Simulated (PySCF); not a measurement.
H3F2GaO2, singlet (B3LYP/def2-SVP optimised geometry):

```
8

Ga    -0.654    -0.053     0.000
F     -1.506    -1.462    -0.640
F     -1.540     1.462     0.000
O      1.140    -0.053     0.000
H      1.540     0.771    -0.303
O     -0.720    -0.870     1.909
H      0.220    -1.016     2.120
H     -1.124    -1.748     1.801
```

Method: B3LYP/def2-TZVP run with PySCF.

Q: What are the frontier orbital energies and the dipole moment?

A: HOMO-2 -10.20 eV, HOMO-1 -9.43 eV, HOMO -8.80 eV, LUMO -1.28 eV, LUMO+1 -0.05 eV; dipole moment 3.87 D.

Meta-Löwdin charges at B3LYP/def2-TZVP: Ga1 1.23, F2 -0.53, F3 -0.51, O4 -0.75, H5 0.35, O6 -0.55, H7 0.38, H8 0.38.
